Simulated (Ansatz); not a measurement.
Molecule: 2-methylprop-2-ene-1-selenol, C$_{4}$H$_{8}$Se, charge 0, multiplicity 1. SMILES: C=C(C)C[SeH]
Geometry from a B3LYP-D3(BJ)/def2-TZVP (Ansatz, an electronic-structure program) optimisation:
```xyz
13

C     -2.1514     1.4023     0.4879
C     -1.4058     0.3067     0.6146
C     -1.9699    -1.0760     0.4727
C      0.0529     0.4074     0.9215
Se     1.2420    -0.1556    -0.5815
H     -3.2114     1.3440     0.2752
H     -1.7257     2.3928     0.5899
H     -1.5044    -1.5970    -0.3676
H     -1.7706    -1.6712     1.3691
H     -3.0459    -1.0525     0.3072
H      0.3500     1.4339     1.1222
H      0.3376    -0.2087     1.7728
H      1.1874    -1.5943    -0.2785
```

Property: vertical triplet-singlet gap (E(triplet) - E(singlet); each state is the SCF solution reached for its spin), in kJ/mol. Correlated levels leave the core frozen unless marked. UHF or UKS for open shells. No spin-orbit coupling. The frozen core is the preceding noble-gas configuration, with the filled d and f shells of earlier blocks. No relativistic terms. CBS marks a two-point X^-3 extrapolation of the correlation energy; Hartree-Fock from the larger set. [CCSD(T)-MP2]/basis is that difference in the basis named.

RI-MP2/CBS(aug-cc-pVTZ,aug-cc-pVQZ)+[CCSD(T)-MP2]/aug-cc-pVTZ (Ansatz) gives 427.3 kJ/mol.

Q: Another calculation gave 383.2 kJ/mol. Which level was it?
A) B3LYP/def2-TZVPD (Ansatz)
B) PBE/def2-TZVPD (Ansatz)
C) wB97X-V/def2-TZVPD (Ansatz)
D) CAM-B3LYP/def2-TZVPD (Ansatz)

A: B, PBE/def2-TZVPD (Ansatz). The others give 423.2 (CAM-B3LYP), 438.0 (wB97X-V), 399.0 (B3LYP) kJ/mol.
